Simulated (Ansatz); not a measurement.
**Nudged elastic band run: C2H9FSiSn**

The input (input.yaml):

```yaml
crystal:
  periodic: [false, false, false]
  atoms:
    - { symbol: C, position_ang: [-1.427849, -0.155165, -0.84898] }
    - { symbol: C, position_ang: [0.061917, 0.024234, -0.539046] }
    - { symbol: Sn, position_ang: [0.810618, -1.521659, 0.807514] }
    - { symbol: Si, position_ang: [0.467322, 1.696113, 0.173582] }
    - { symbol: F, position_ang: [1.941932, 1.60195, 0.876208] }
    - { symbol: H, position_ang: [-2.051024, -0.044551, 0.053615] }
    - { symbol: H, position_ang: [-1.788792, 0.587888, -1.581089] }
    - { symbol: H, position_ang: [-1.644862, -1.149285, -1.270777] }
    - { symbol: H, position_ang: [0.662608, -0.104296, -1.457043] }
    - { symbol: H, position_ang: [-0.016844, -2.97056, 0.398575] }
    - { symbol: H, position_ang: [2.495773, -1.733601, 0.611629] }
    - { symbol: H, position_ang: [0.447469, -1.105371, 2.430131] }
    - { symbol: H, position_ang: [-0.516759, 2.071236, 1.230729] }
    - { symbol: H, position_ang: [0.545591, 2.773966, -0.856248] }
basis:
  gaussian: { orbitals: def2-SVP }
hamiltonian:
  xc: pbe0
  dispersion: d4
neb:
  order_check: false
  images: 9
  f_tol: 0.03
  max_iterations: 14
  initial_path: linear
  final_atoms:
    - { symbol: C, position_ang: [-1.42987632, -0.13191734, -0.84795018] }
    - { symbol: C, position_ang: [0.05867422, 0.05749985, -0.53674387] }
    - { symbol: Sn, position_ang: [0.84565895, -1.55173271, 0.71023883] }
    - { symbol: Si, position_ang: [0.43546638, 1.69201861, 0.27199024] }
    - { symbol: F, position_ang: [1.91495205, 1.58659969, 0.96292761] }
    - { symbol: H, position_ang: [-1.81112186, 0.64929209, -1.52842443] }
    - { symbol: H, position_ang: [-1.63046354, -1.10099689, -1.33187532] }
    - { symbol: H, position_ang: [-2.04833107, -0.0920622, 0.06395756] }
    - { symbol: H, position_ang: [0.65441998, -0.00415997, -1.46475409] }
    - { symbol: H, position_ang: [0.04143129, -2.98814129, 0.21898339] }
    - { symbol: H, position_ang: [2.53314601, -1.71979591, 0.49428281] }
    - { symbol: H, position_ang: [0.48564181, -1.24079986, 2.35660279] }
    - { symbol: H, position_ang: [-0.55076744, 1.9853517, 1.35272006] }
    - { symbol: H, position_ang: [0.48826954, 2.82974324, -0.6931554] }
```

Launched with:

```bash
$ ansatz run input.yaml --threads 2 --pin off --max-ram 3072MiB --backend cpu --events-out ev --progress --plain --runs-dir out
```

Output, in part (warnings, iteration lines, the closing report on the highest movable image, with atoms numbered from 0):

```
NEB end point (image 0): max|allowed force component| = 3.961e-3 eV/Å (the criterion of neb.relax_end_points is 1.000e-2)
NEB end point (image 10): max|allowed force component| = 7.229e-3 eV/Å (the criterion of neb.relax_end_points is 1.000e-2)
NEB iter   1: max|band force component| = 8.458e1 eV/Å  barrier→ = 23.8503 eV  barrier← = 23.8503 eV  Δτ_max = 0.1994 Å  (282 SCF iters)
NEB iter   2: max|band force component| = 2.485e1 eV/Å  barrier→ = 7.3351 eV  barrier← = 7.3350 eV  Δτ_max = 0.2000 Å  (261 SCF iters)
NEB iter   3: max|band force component| = 1.054e1 eV/Å  barrier→ = 3.6264 eV  barrier← = 3.6263 eV  Δτ_max = 0.2000 Å  (248 SCF iters)
NEB iter   4: max|band force component| = 3.620e0 eV/Å  barrier→ = 1.1212 eV  barrier← = 1.1212 eV  Δτ_max = 0.1957 Å  (245 SCF iters)
NEB iter   5: max|band force component| = 1.085e0 eV/Å  barrier→ = 0.2884 eV  barrier← = 0.2883 eV  Δτ_max = 0.1574 Å  (254 SCF iters)
NEB iter   6: max|band force component| = 3.411e-1 eV/Å  barrier→ = 0.1183 eV  barrier← = 0.1182 eV  CI = image 5  Δτ_max = 0.0299 Å  (248 SCF iters)
NEB iter   7: max|band force component| = 1.311e-1 eV/Å  barrier→ = 0.1157 eV  barrier← = 0.1157 eV  CI = image 5  Δτ_max = 0.0293 Å  (223 SCF iters)
NEB iter   8: max|band force component| = 6.901e-2 eV/Å  barrier→ = 0.1145 eV  barrier← = 0.1144 eV  CI = image 5  Δτ_max = 0.0211 Å  (230 SCF iters)
NEB iter   9: max|band force component| = 5.675e-2 eV/Å  barrier→ = 0.1143 eV  barrier← = 0.1143 eV  CI = image 5  Δτ_max = 0.0078 Å  (207 SCF iters)
NEB iter  10: max|band force component| = 1.800e-2 eV/Å  barrier→ = 0.1143 eV  barrier← = 0.1142 eV  CI = image 5  Δτ_max = 0.0000 Å  (445 SCF iters)
Total energy: -18632.93805199 eV, -684.7478435517 hartree
Atom 0 at    -1.439513    -0.080310    -0.858496 Å, force     0.003736     0.002667     0.004695 eV/Å
Atom 1 at     0.060245     0.067599    -0.524076 Å, force    -0.002564    -0.002739    -0.009049 eV/Å
Atom 2 at     0.853050    -1.587312     0.653200 Å, force    -0.000408     0.000379     0.004725 eV/Å
Atom 3 at     0.442275     1.667092     0.344411 Å, force    -0.007845     0.003136     0.001853 eV/Å
Atom 4 at     1.953925     1.567779     0.959938 Å, force     0.007487    -0.000111     0.002273 eV/Å
Atom 5 at    -2.041635     0.783284    -0.525375 Å, force     0.000262    -0.000321    -0.000035 eV/Å
Atom 6 at    -1.595762    -0.169475    -1.943348 Å, force    -0.001438    -0.000620    -0.003099 eV/Å
Atom 7 at    -1.905484    -0.966655    -0.399730 Å, force    -0.000390    -0.000885    -0.001141 eV/Å
Atom 8 at     0.668523     0.042412    -1.444122 Å, force     0.000011    -0.000542     0.000940 eV/Å
Atom 9 at     0.002941    -2.991943     0.148050 Å, force     0.000334    -0.000286    -0.000741 eV/Å
Atom 10 at     2.531720    -1.780549     0.388616 Å, force    -0.000670    -0.001028    -0.001580 eV/Å
Atom 11 at     0.541642    -1.315822     2.317386 Å, force     0.001582     0.001405     0.000655 eV/Å
Atom 12 at    -0.501348     1.885094     1.479341 Å, force    -0.000858    -0.000157    -0.000586 eV/Å
Atom 13 at     0.416519     2.849705    -0.566994 Å, force     0.000760    -0.000897     0.001089 eV/Å
Dipole moment:    -0.311260    -0.075646    -0.269176 e Å
```

The forces met the threshold. Another band between the same ends (9 images) ends at a top of the same energy, where a vibrational analysis finds 1 clearly imaginary mode.

Final band (atoms are numbered from 1 in the order of the input):

| image | path coordinate (Å) | energy (eV) | dihedral H8–C1–C2–Sn3 (°) |
| --- | --- | --- | --- |
| 0 | 0.00 | 0.000 | -56 |
| 1 | 0.36 | 0.010 | -45 |
| 2 | 0.72 | 0.037 | -33 |
| 3 | 1.09 | 0.072 | -21 |
| 4 | 1.45 | 0.102 | -9 |
| 5 | 1.81 | 0.114 | 4 |
| 6 | 2.17 | 0.103 | 16 |
| 7 | 2.54 | 0.073 | 28 |
| 8 | 2.90 | 0.037 | 41 |
| 9 | 3.26 | 0.009 | 53 |
| 10 | 3.62 | 0.000 | 64 |

Time of the run: 12 min on 2 threads of Intel(R) Xeon(R) Platinum 8259CL CPU @ 2.50GHz (Skylake/Cascade Lake) (shared host), peak memory 0.39 GiB.
